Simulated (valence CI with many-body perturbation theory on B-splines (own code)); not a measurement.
# Sb: E2, M1 decay

Calculated by configuration interaction combined with many-body perturbation theory (CI+MBPT): five valence electrons over a frozen Dirac-Fock core [Kr] 4d10, radial functions for each j: 10 s, 10 p, 9 d, 7 f, 4 g, 2 h, with the one-electron correlation potential Σ1, the two-electron term Σ2, the three-electron term Σ3, Breit, model QED; selected CI, second order for the rest, scaled by the run's own slope (own B-spline code, finite nucleus).

Set against measurement, 19 paired levels are off by 64 cm⁻¹ on average, the worst by 178. These come from a selection out of the NIST Handbook of Basic Atomic Spectroscopic Data. Levels without a partner in it may be off by more. Among the levels kept, up to 870 cm⁻¹ of a level comes from second order outside the variational space, and about a tenth of that is noise between levels of different J, which matters for small intervals.

Lines 1 to 13 of 13 in falling wavelength, among levels below 62754 cm⁻¹, chosen from the decays that carry over 1 % of a level's rate. Wavelengths and rates use the calculated energies, so an error of 60 cm⁻¹ moves a line at 1525 nm by 0.91 % and its rate by three times that or more. Electric multipoles are in the length gauge, E1 and E2 with the static RPA response of the core. S is in atomic units (e²a₀⁴ for E2 and M2, e²a₀⁶ for E3), for M1 in squared Bohr magnetons. Weak lines are less certain than strong ones. Lines between different terms over intervals too small for the method are left out, as are lines whose strength nearly cancels.

```
λ vac (nm)  λ from measured levels            Upper            Lower  Type   A (s⁻¹)  S (a.u.)
      7430                    7452  5s2 5p3 2D°_5/2  5s2 5p3 2D°_3/2    M1  2.28e-02  2.08e+00
      1525                    1529  5s2 5p3 2P°_1/2  5s2 5p3 2D°_5/2    E2  5.58e-02  8.22e+01
      1265                    1269  5s2 5p3 2P°_1/2  5s2 5p3 2D°_3/2    M1  1.05e+00  1.58e-01
      1265                    1269  5s2 5p3 2P°_1/2  5s2 5p3 2D°_3/2    E2  1.79e-01  1.04e+02
      1177                    1175  5s2 5p3 2D°_3/2  5s2 5p3 4S°_3/2    M1  8.89e-01  2.15e-01
      1164                    1161  5s2 5p3 2P°_3/2  5s2 5p3 2D°_5/2    M1  1.35e+00  3.15e-01
      1164                    1161  5s2 5p3 2P°_3/2  5s2 5p3 2D°_5/2    E2  2.88e-01  2.19e+02
      1016                    1015  5s2 5p3 2D°_5/2  5s2 5p3 4S°_3/2    M1  4.59e-02  1.07e-02
      1016                    1015  5s2 5p3 2D°_5/2  5s2 5p3 4S°_3/2    E2  1.77e-02  1.02e+01
      1006                    1005  5s2 5p3 2P°_3/2  5s2 5p3 2D°_3/2    M1  3.72e+00  5.61e-01
      1006                    1005  5s2 5p3 2P°_3/2  5s2 5p3 2D°_3/2    E2  1.61e-01  5.92e+01
     609.7                   609.9  5s2 5p3 2P°_1/2  5s2 5p3 4S°_3/2    M1  2.97e+00  4.99e-02
     542.4                   541.6  5s2 5p3 2P°_3/2  5s2 5p3 4S°_3/2    M1  5.04e+00  1.19e-01
```
